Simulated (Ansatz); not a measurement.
`N[Si](F)(Cl)Br` + `[Li][OH]` → `N[Si](O)(F)Br` + `[Li][Cl]` at 400 K and 1 bar (redistribution).

Isolated molecules relaxed with PBE0-D4/def2-TZVP in Ansatz; ΔE leaves out vibrations. CCSD(T)/CBS is the MP2 limit (def2-TZVPP, def2-QZVPP) plus CCSD(T) − MP2 in def2-TZVPP, frozen cores. For Br, Li outer-core shells are correlated without core-valence functions, which leaves a few kJ/mol of doubt a bond. Scalar relativity is left out up to krypton. One conformer a species, not always the lowest.

```csv
species,CCSD(T)/CBS energy (Eh),H − E (kJ/mol),S (J/(mol·K))
`N[Si](F)(Cl)Br`,-3478.08790,117.1,393.9
`[Li][OH]`,-83.31445,49.7,222.0
`N[Si](O)(F)Br`,-3094.09073,151.9,383.3
`[Li][Cl]`,-467.35841,16.4,222.4
```

H − E and S are ideal-gas, rigid-rotor, harmonic terms from PBE0-D4/def2-TZVP, for one conformer and one mirror image of each species. 1 Eh = 2625.50 kJ/mol, R = 8.31446 J/(mol·K).

Question: By hand: ΔE, ΔH, ΔS and ΔG.

Answer: ΔE = (-3094.09073) + (-467.35841) − (-3478.08790) − (-83.31445) = -0.04679 Eh = -122.8 kJ/mol. Δ(H − E) = 151.9 + 16.4 − 117.1 − 49.7 = 1.5, so ΔH = -121.3 kJ/mol. ΔS = 383.3 + 222.4 − 393.9 − 222.0 = -10.2 J/(mol·K). ΔG = -121.3 − 400 × (-10.2)/1000 = -117.2 kJ/mol.

Question: By hand: the equilibrium constant, and the temperature at which ΔG would vanish if ΔH and ΔS stayed fixed.

Answer: log₁₀ K = −ΔG/(RT ln 10) = 15.3. ΔG = 0 at ΔH/ΔS = 11892 K, far beyond where these terms or the molecules hold.

The number of gas molecules stays the same, so ΔS is small and ΔH decides. A doubt of 5 kJ/mol in ΔE shifts log₁₀ K by 0.7 here. Other conformers and mirror images would add mixing entropy, several J/(mol·K) or more a flexible species. These are equilibria of isolated gas molecules and say nothing of rates. Largest T1 diagnostic: 0.013 (customary marks: 0.02 for closed shells, 0.045 for open ones).
